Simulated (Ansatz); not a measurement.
Name a neutral molecule of C, F, O, Sn and H with LUMO energy (B3LYP/def2-TZVPP) between -3.30 and -3.00 eV and HOMO–LUMO gap (B3LYP/def2-TZVPP) between 3.15 and 3.45 eV (Ansatz, PBE0-D4/def2-TZVP geometry).

`[CH3][Sn-]1[O]C(C(F)(F)F)=CC(C(F)(F)F)=[O+]1` (-3.16 eV, 3.33 eV). Other molecules can fit too; these were computed, each in one conformer that needn't be the lowest.

B3LYP here is the variant with VWN-RPA as its local correlation; programs differ in this.
